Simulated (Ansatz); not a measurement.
The same molecule with X = C, Si, Ge, Sn. Ansatz, PBE0-D4/def2-TZVP geometries, multiplicity 1. Each molecule was computed in one conformer, which needn't be the lowest.

Elements past krypton have def2 core potentials. Scalar relativity is left out up to krypton.

```
 X               molecule  mean X–H bond length / Å  mean X–O bond length / Å  HOMO energy (B3LYP/def2-TZVPP) / eV  zero-point energy (PBE0-D4/def2-TZVP) / kJ/mol  HOMO energy (PBE/def2-TZVPP) / eV
 C               `OC(O)O`                     1.099                     1.387                                -8.42                                           162.1                              -6.92
Si           `O[SiH](O)O`                     1.476                     1.635                                -8.83                                           136.0                              -7.43
Sn  `[OH][SnH]([OH])[OH]`                     1.690                     1.953                                -8.48                                           121.4                              -7.07
```

Give the row for X = Ge, `[OH][GeH]([OH])[OH]`. (Estimate.)

Computed: 
```csv
X,molecule,mean X–H bond length / Å,mean X–O bond length / Å,HOMO energy (B3LYP/def2-TZVPP) / eV,zero-point energy (PBE0-D4/def2-TZVP) / kJ/mol,HOMO energy (PBE/def2-TZVPP) / eV
Ge,`[OH][GeH]([OH])[OH]`,1.526,1.766,-8.65,129.1,-7.19
```

From C to Sn the mean X–H bond length rises at each step, by 0.591 Å in all; the mean X–O bond length rises at each step, by 0.566 Å in all; the HOMO energy (B3LYP/def2-TZVPP) isn't monotonic: highest at C, lowest at Si; the zero-point energy (PBE0-D4/def2-TZVP) falls at each step, by 40.7 kJ/mol in all; the HOMO energy (PBE/def2-TZVPP) isn't monotonic: highest at C, lowest at Si. Bonds lengthen as the atom grows down the group.

B3LYP here is the variant with VWN-RPA as its local correlation; programs differ in this.
